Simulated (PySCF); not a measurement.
A calculated (LDA, PySCF 2.14, def2-TZVP, the non-relativistic Hamiltonian (point nucleus)) atom or ion has these occupied shells.

```csv
shell,electrons,orbital energy (eV),"rms radius, mean of both spins (bohr)"
1s α,1,-5311.9,0.0777
1s β,1,-5311.9,0.0777
2s α,1,-593.92,0.338
2s β,1,-592.89,0.338
2p α,3,-501.90,0.305
2p β,3,-501.09,0.305
3s α,1,-69.661,1.03
3s β,1,-66.998,1.03
3p α,3,-44.699,1.11
3p β,3,-42.091,1.11
3d α,3,-6.470,1.62
4s α,1,-5.049,3.63
4s β,1,-4.387,3.63
```

**Question.** Name the element and its charge.

**Answer.** V (vanadium, neutral), in [Ar] 3d3 4s2, high-spin 4F determinant.
